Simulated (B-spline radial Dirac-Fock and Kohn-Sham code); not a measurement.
Binding energies of Ir⁵⁰⁺ at several levels of theory

System: Ir⁵⁰⁺, 1s2 2s2 2p6 3s2 3p6 3d9.

The density-functional columns are spherical, spin-unpolarised Dirac-Kohn-Sham results without Breit or QED terms: −ε is minus the orbital energy of the initial state and ΔSCF the difference of two total energies. The reference in the last column comes from ΔSCF Dirac-Fock with Breit, self-energy and vacuum polarisation, finite nucleus, configuration average. All numbers are from an atomic code on a B-spline grid, in eV; a selection of levels is shown. For the 1s level of heavy atoms much of the gap between ΔSCF and the reference is the Breit and QED part, -398.5 eV here; for other levels the error of the functional can be larger.

| level | LDA −ε | LDA ΔSCF | Dirac-Fock |
| --- | --- | --- | --- |
| K (1s) | 78741.4 | 79368.1 | 78979.1 |
| L1 (2s) | 16028.1 | 16173.7 | 16222.5 |
| L2 (2p1/2) | 15494.0 | 15672.0 | 15637.5 |
| L3 (2p3/2) | 13857.7 | 14013.9 | 14017.5 |
| M1 (3s) | 5679.2 | 5740.9 | 5783.2 |
| M2 (3p1/2) | 5447.5 | 5512.7 | 5530.8 |
| M3 (3p3/2) | 5066.8 | 5127.5 | 5149.8 |
| M4,5 (3d) | 4642.0 | 4710.7 | 4708.3 |

Values without a named source are computed, but for edge energies of neutral atoms, which are taken from tables.
